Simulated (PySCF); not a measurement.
Excitations are Tamm–Dancoff values on a coarser integration grid. The basis has no diffuse functions, so Rydberg states are missing or too high.

Cartesian coordinates (Å):
SMILES: C[CH2][Sn]([CH2]C)([CH2]C)[CH2]C
```xyz
29

C      2.5309     1.0343    -2.2049
C      2.5607     0.3348    -0.8441
Sn     0.5655    -0.0087    -0.0160
C      0.6719    -1.1630     1.8424
C     -0.5581    -1.0005     2.7393
C     -0.6368    -1.1099    -1.4799
C     -1.8259    -1.8563    -0.8697
C     -0.4059     1.9137     0.3855
C     -1.9345     1.8404     0.4205
H      3.5455     1.1997    -2.6082
H      2.0426     2.0215    -2.1467
H      1.9771     0.4447    -2.9544
H      3.0620    -0.6446    -0.9153
H      3.1306     0.9259    -0.1082
H      1.5864    -0.8478     2.3716
H      0.8210    -2.2201     1.5662
H     -0.4687    -1.5859     3.6714
H     -0.7129     0.0511     3.0317
H     -1.4797    -1.3340     2.2351
H     -0.9748    -0.3871    -2.2409
H      0.0411    -1.8101    -1.9961
H     -2.4009    -2.4109    -1.6321
H     -1.5019    -2.5896    -0.1129
H     -2.5289    -1.1688    -0.3716
H     -0.0079     2.2917     1.3420
H     -0.0668     2.6185    -0.3920
H     -2.2937     1.1638     1.2129
H     -2.3911     2.8286     0.6065
H     -2.3469     1.4685    -0.5320
```
Charge 0, multiplicity 1.

Task: Estimate the S1 oscillator strength, LUMO and S1 excitation (TDA) that TPSSh-D3(BJ)/def2-TZVP // B3LYP-D3(BJ)/def2-SVP (PySCF 2.14.0) returns for this input.

Result: 
The S1 oscillator strength comes out as 0.048, the LUMO is 0.29 eV and the S1 excitation (TDA) comes out as 6.34 eV.
